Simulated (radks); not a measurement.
Question: Ionisation ladder of lead, from Pb66+ to Pb81+. Each ion is in the ground configuration listed by NIST, and IE = E(next ion) - E(this ion), with E = 0 for the bare nucleus. Method: scalar-relativistic Kohn-Sham, BLYP, spin-polarised, spherical densities, finite nucleus; open shells are filled with parallel spins first (spin-orbit coupling, left out, can overturn this in heavy ions); Fermi nuclear charge, rms radius 5.5012 fm; computed with a radial shooting solver on a logarithmic mesh with Libxc functionals.

| species | configuration | IE, Delta-SCF (eV) | <r> HOMO (bohr) |
|---|---|---|---|
| Pb66+ | [Ne] 3s2 3p4 | 7803.3 | 0.162 |
| Pb67+ | [Ne] 3s2 3p3 | ? | 0.161 |
| Pb68+ | [Ne] 3s2 3p2 | 8121.0 | 0.160 |
| Pb69+ | [Ne] 3s2 3p1 | 8258.7 | 0.160 |
| Pb70+ | [Ne] 3s2 | 9028.0 | 0.161 |
| Pb71+ | [Ne] 3s1 | ? | 0.160 |
| Pb72+ | [Ne] | ? | 0.0603 |
| Pb73+ | [He] 2s2 2p5 | ? | 0.0600 |
| Pb74+ | [He] 2s2 2p4 | 20978 | 0.0597 |
| Pb75+ | [He] 2s2 2p3 | 21473 | 0.0592 |
| Pb76+ | [He] 2s2 2p2 | 21856 | 0.0589 |
| Pb77+ | [He] 2s2 2p1 | 22232 | 0.0586 |
| Pb78+ | [He] 2s2 | 24618 | 0.0650 |
| Pb79+ | [He] 2s1 | 25003 | 0.0648 |
| Pb80+ | [He] | 99893 | 0.0160 |
| Pb81+ | 1s1 | 101521 | 0.0159 |

Estimate the withheld Delta-SCF values.

Answer: Pb67+: 7981.0 eV (NIST 7790); Pb71+: 9181.3 eV (NIST 9150); Pb72+: 20239 eV (NIST 19590); Pb73+: 20612 eV (NIST 19970).
